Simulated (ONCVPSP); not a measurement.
## Ranking ONCV potentials for Zn

All share these settings but for the change named:

```
Element                 : zinc
Generator               : ONCVPSP 4.0.1
Type                    : optimised norm-conserving Vanderbilt (ONCV)
Functional              : PBE
Relativity              : scalar-relativistic
Frozen core             : [Ne]
Valence charge          : 20
Reference configuration : 3s2 3p6 3d10 4s1 (charge +1)
Partial waves           : 3s+4s: rc 1.25 bohr, ncon 4, nbas 8, qcut 8 1/bohr, 2 projectors; 3p: rc 0.95 bohr, ncon 4, nbas 8, qcut 13.3 1/bohr, 1 projector; 3d: rc 0.95 bohr, ncon 4, nbas 9, qcut 15.9 1/bohr, local
Local potential         : the d channel
Core correction         : Teter function, fcfact 3.75, rcfact 1.2
```

Test errors are all-electron minus pseudo excitation energies from the reference, over 3s2 3p6 3d10 4s2; 3s2 3p6 3d10 4s0; 3s2 3p6 3d9 4s0; 3s2 3p6 3d9 4s2 4p1. None of these files shows a bound ghost.

The base gives 55.2 meV.

Of 8 variants that were run, those that failed, showed a ghost or another fault, or gave nearly equal values are left out.

A variant can come out equal or close to the base, since the largest error may sit in a test that the change hardly touches while other tests move.

Task: Rank these variants by their largest absolute test error, smallest first.
A. p: qcut 16.2
B. d: rc 0.86
C. d: nproj 1; local potential polynomial inside 0.80 bohr (lpopt 5, dvloc0 0 Ha)

Result: C (21.9 meV), B (25.6 meV), A (57.1 meV).
